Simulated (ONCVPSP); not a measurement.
## PBEsol ONCV dataset for Zn (Z = 30), scalar-relativistic all-electron reference.

ONCVPSP 4.0.1 was run on this input:

```
# ATOM AND REFERENCE CONFIGURATION
# atsym  z   nc   nv     iexc    psfile
  Zn 30.00    3    4  -116133      upf
#
#   n    l    f
    1    0    2.00
    2    0    2.00
    2    1    6.00
    3    0    2.00
    3    1    6.00
    3    2   10.00
    4    0    2.00
#
# PSEUDOPOTENTIAL AND OPTIMIZATION
# lmax
    2
#
#   l,   rc,      ep,       ncon, nbas, qcut
    0    1.00    0.00    5    8   12.80
    1    0.75    0.00    5   10   11.40
    2    1.50    0.00    4    9   11.90
#
# LOCAL POTENTIAL
# lloc, lpopt,  rc(5),   dvloc0
    4    5    0.75    0.00
#
# VANDERBILT-KLEINMAN-BYLANDER PROJECTORs
# l, nproj, debl
    0    2    3.60
    1    2    1.60
    2    3    2.70
#
# MODEL CORE CHARGE
# icmod, fcfact, rcfact
    0    0.00    0.00
#
# LOG DERIVATIVE ANALYSIS
# epsh1, epsh2, depsh
   -6.00    5.00    0.04
#
# OUTPUT GRID
# rlmax, drl
    6.00    0.01
#
# TEST CONFIGURATIONS
# ncnf
    4
# nvcnf
#   n    l    f
    4
    3    0    2.00
    3    1    6.00
    3    2   10.00
    4    0    1.00
#
    4
    3    0    2.00
    3    1    6.00
    3    2   10.00
    4    0    0.00
#
    4
    3    0    2.00
    3    1    6.00
    3    2    9.00
    4    0    0.00
#
    4
    3    0    1.00
    3    1    6.00
    3    2   10.00
    4    0    2.00
#
```

Command:

```bash
oncvpsp.x < Zn.dat > Zn.out
```

Resulting log (shortened: citation, most of the input echo, consistency checks and plot data are left out):

```
ONCVPSP  (Optimized Norm-Conservinng Vanderbilt PSeudopotential)
scalar-relativistic version 4.0.1

#   n    l    f        energy (Ha)
    1    0    2.00    -3.4975222E+02
    2    0    2.00    -4.2529183E+01
    2    1    6.00    -3.6876660E+01
    3    0    2.00    -4.7378355E+00
    3    1    6.00    -3.0596018E+00
    3    2   10.00    -3.7369768E-01
    4    0    2.00    -2.2043144E-01

Reference configufation results
  iterations    29
  all-electron total energy (Ha)   -1.79460084D+03

Begin loop to  construct optimized pseudo wave functions
and semi-local pseudopoentials for all angular momenta

Calculating optimized projector #   1

 for l=   0

    Fraction of norm inside rc  0.890878
    Optimizing pswf for qcut=  12.80 a_B^-1,  ecut=  81.88 Ha
    Residual kinetic energy error=  4.83D-05 Ha

    Energy error per electron        Cutoff
         Ha          eV             Ha
         0.01000     0.27211       54.37
         0.00100     0.02721       67.31
         0.00010     0.00272       77.76
         0.00001     0.00027      156.23

Calculating optimized projector #   2

 for l=   0

    Fraction of norm inside rc  0.027254
    Optimizing pswf for qcut=  12.80 a_B^-1,  ecut=  81.88 Ha
    Residual kinetic energy error=  7.84D-06 Ha

    Energy error per electron        Cutoff
         Ha          eV             Ha
         0.01000     0.27211       36.89
         0.00100     0.02721       55.87
         0.00010     0.00272       69.50
         0.00001     0.00027       80.96

WARNING wellstate: negative energy specified for n= 4 l=  1
WARNING scattering state with energy  0.25000000
WARNING will be used for the first projector

   Wellstate for l =  1  n =  4
     eigenvalue =   0.2500
     asymptotic potential =   0.7500
     half-point radius =  3.1922

Calculating optimized projector #   1

 for l=   1

    Fraction of norm inside rc  0.611279
    Optimizing pswf for qcut=  11.39 a_B^-1,  ecut=  64.83 Ha
    Residual kinetic energy error=  1.53D-03 Ha

    Energy error per electron        Cutoff
         Ha          eV             Ha
         0.01000     0.27211       37.11
         0.00100     0.02721       98.59
         0.00010     0.00272      529.17
         0.00001     0.00027      612.10

Calculating optimized projector #   2

 for l=   1

    Fraction of norm inside rc  0.033621
    Optimizing pswf for qcut=  11.39 a_B^-1,  ecut=  64.83 Ha
    Residual kinetic energy error=  1.25D-04 Ha

    Energy error per electron        Cutoff
         Ha          eV             Ha
         0.01000     0.27211       27.86
         0.00100     0.02721       38.26
         0.00010     0.00272       70.36
         0.00001     0.00027      348.28

   Wellstate for l =  2  n =  5
     eigenvalue =   2.3263
     asymptotic potential =   2.8263
     half-point radius =  3.2664

   Wellstate for l =  2  n =  6
     eigenvalue =   5.0263
     asymptotic potential =   5.5263
     half-point radius =  3.0057

Calculating optimized projector #   1

 for l=   2

    Fraction of norm inside rc  0.875611
    Optimizing pswf for qcut=  11.89 a_B^-1,  ecut=  70.72 Ha
    Residual kinetic energy error=  6.09D-07 Ha

    Energy error per electron        Cutoff
         Ha          eV             Ha
         0.01000     0.27211       43.87
         0.00100     0.02721       51.67
         0.00010     0.00272       57.90
         0.00001     0.00027       62.93

Calculating optimized projector #   2

 for l=   2

    Fraction of norm inside rc  0.121010
    Optimizing pswf for qcut=  11.89 a_B^-1,  ecut=  70.72 Ha
    Residual kinetic energy error=  1.08D-06 Ha

    Energy error per electron        Cutoff
         Ha          eV             Ha
         0.01000     0.27211       43.55
         0.00100     0.02721       52.92
         0.00010     0.00272       60.22
         0.00001     0.00027       65.68

Calculating optimized projector #   3

 for l=   2

    Fraction of norm inside rc  0.134977
    Optimizing pswf for qcut=  11.89 a_B^-1,  ecut=  70.72 Ha
    Residual kinetic energy error=  1.11D-05 Ha

    Energy error per electron        Cutoff
         Ha          eV             Ha
         0.01000     0.27211       49.11
         0.00100     0.02721       58.27
         0.00010     0.00272       65.17
         0.00001     0.00027       71.33

Construct Vanderbilt / Kleinmman-Bylander projectors

B matrix Hermiticity error, ll=   0
   1   2    5.7161E-04

  Orthonormal projector coefficients  2.8016E+01  3.2578E+00

B matrix Hermiticity error, ll=   1
   1   2    4.6386E-04

  Orthonormal projector coefficients  1.6964E+01  5.3233E+00

B matrix Hermiticity error, ll=   2
   1   2   -2.9144E-04
   1   3    4.3314E-04
   2   3    1.7916E-04

  Orthonormal projector coefficients -9.9830E+00 -4.9501E+00 -1.7242E+00

Pseudoatom total energy -217.747838

Diagnostic tests using Vanderbilt-Kleinman-Bylander pseudopotentials
  1 or more projectors used as specified by nproj input data

   l    rcore       rmatch      e in        delta e   norm test  slope test

   0   1.0049241   1.0354358  -4.7378355   0.0000081   1.0002497   1.0002526
   0   1.0049241   1.0354358  -0.2204314   0.0000122   1.0000986   1.0000783

   1   0.7541022   0.7769984  -3.0596018  -0.0000731   1.0002431   1.0003379
   1   0.7541022   0.7769984   0.2500000   0.0000859   1.0005538   1.0005538

   2   1.5003687   1.5459231  -0.3736977  -0.0000041   1.0001446   1.0001538
   2   1.5003687   1.5459231   2.3263023   0.0000431   1.0002097   1.0002097
   2   1.5003687   1.5459231   5.0263023   0.0000129   1.0004062   1.0004062

 Testing for bound ghosts
   n   l    E NL Schr. Eq   E Basis Diag.   E Cutoff

   1   0       -4.737827       -4.737806    260.84
   2   0       -0.220419        0.146310    260.84

   2   1       -3.059675       -3.054024    878.30

   3   2       -0.373702       -0.372869    246.46

 Testing for highly-localized positive-energy ghosts
       l    <radius>/rc     E Basis Diag.   E Cutoff

Test configuration 0

   n   l     f        eae           eps        diff
   1   0  2.0000 -349.75222059
   2   0  2.0000  -42.52918286
   2   1  6.0000  -36.87665973
   3   0  2.0000   -4.73783554   -4.73782748    8.06D-06
   3   1  6.0000   -3.05960177   -3.05967484   -7.31D-05
   3   2 10.0000   -0.37369768   -0.37370175   -4.06D-06
   4   0  2.0000   -0.22043144   -0.22041929    1.22D-05

    Total energies and differences
      AE_ref= -1.79460084D+03  AE_tst= -1.79460084D+03  dif=  0.00D+00
      PS_ref= -2.17747838D+02  PS_tst= -2.17747838D+02  dif= -2.53D-12
      PSP excitation error=  2.53D-12

Test configuration 1

   n   l     f        eae           eps        diff
   1   0  2.0000 -350.10909878
   2   0  2.0000  -42.87852933
   2   1  6.0000  -37.22663779
   3   0  2.0000   -5.09328912   -5.09331686   -2.77D-05
   3   1  6.0000   -3.41559161   -3.41559161    0.00D+00
   3   2 10.0000   -0.72736627   -0.72812168   -7.55D-04
   4   0  1.0000   -0.51395943   -0.51371266    2.47D-04

    Total energies and differences
      AE_ref= -1.79460084D+03  AE_tst= -1.79423701D+03  dif=  3.64D-01
      PS_ref= -2.17747838D+02  PS_tst= -2.17384083D+02  dif=  3.64D-01
      PSP excitation error=  7.24D-05

Test configuration 2

   n   l     f        eae           eps        diff
   1   0  2.0000 -350.52298413
   2   0  2.0000  -43.28058947
   2   1  6.0000  -37.62968109
   3   0  2.0000   -5.50350710   -5.50378432   -2.77D-04
   3   1  6.0000   -3.82627288   -3.82634806   -7.52D-05
   3   2 10.0000   -1.13319042   -1.13514409   -1.95D-03

    Total energies and differences
      AE_ref= -1.79460084D+03  AE_tst= -1.79356270D+03  dif=  1.04D+00
      PS_ref= -2.17747838D+02  PS_tst= -2.16710173D+02  dif=  1.04D+00
      PSP excitation error=  4.75D-04

Test configuration 3

   n   l     f        eae           eps        diff
   1   0  2.0000 -351.31403572
   2   0  2.0000  -44.09095770
   2   1  6.0000  -38.43814232
   3   0  2.0000   -6.27376670   -6.27267546    1.09D-03
   3   1  6.0000   -4.58887715   -4.58799417    8.83D-04
   3   2  9.0000   -1.86279921   -1.85817884    4.62D-03

    Total energies and differences
      AE_ref= -1.79460084D+03  AE_tst= -1.79207401D+03  dif=  2.53D+00
      PS_ref= -2.17747838D+02  PS_tst= -2.15221876D+02  dif=  2.53D+00
      PSP excitation error=  8.62D-04

Test configuration 4

   n   l     f        eae           eps        diff
   1   0  2.0000 -350.59783768
   2   0  2.0000  -43.25985582
   2   1  6.0000  -37.61703096
   3   0  1.0000   -5.41310095   -5.43321201   -2.01D-02
   3   1  6.0000   -3.72778362   -3.74543655   -1.77D-02
   3   2 10.0000   -1.00402429   -1.00347194    5.52D-04
   4   0  2.0000   -0.58854450   -0.58889093   -3.46D-04

    Total energies and differences
      AE_ref= -1.79460084D+03  AE_tst= -1.78953876D+03  dif=  5.06D+00
      PS_ref= -2.17747838D+02  PS_tst= -2.12674738D+02  dif=  5.07D+00
      PSP excitation error= -1.10D-02
```

The run took about 3.8 s on one core of a shared server CPU.
